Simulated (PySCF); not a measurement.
CClF3, SMILES FC(F)(F)Cl. Atoms are numbered in the order given.

```xyz
5

F      1.0780    -0.6224     0.8134
C      0.0000     0.0000     0.3563
F     -1.0780    -0.6224     0.8134
F      0.0000     1.2448     0.8134
Cl     0.0000     0.0000    -1.4176
```
Charge 0, spin multiplicity 1.

Geometry optimised at B3LYP-D3(BJ)/def2-SVP.

Two levels are set side by side: PBE/pcJ-1 (PySCF) and B3LYP/pcJ-1 (PySCF). One-bond couplings, all four terms, same geometry. Isotopes: 13C, 19F, 35Cl. Differences are taken from unrounded values.

```tsv
quantity	PBE
¹J(F1,C2) (Hz)	-432.7
¹J(C2,F3) (Hz)	-432.7
¹J(C2,F4) (Hz)	-432.6
```

These are the PBE values. What does B3LYP give? (The exact figures need the calculation; the answer reports its results.)


| quantity | B3LYP | PBE minus B3LYP |
|---|---|---|
| ¹J(F1,C2) (Hz) | -404.2 | -28.5 |
| ¹J(C2,F3) (Hz) | -404.2 | -28.5 |
| ¹J(C2,F4) (Hz) | -404.2 | -28.5 |

Rough cost on one machine, each run with all the roots and properties that it gave: B3LYP against PBE within a factor of 2.
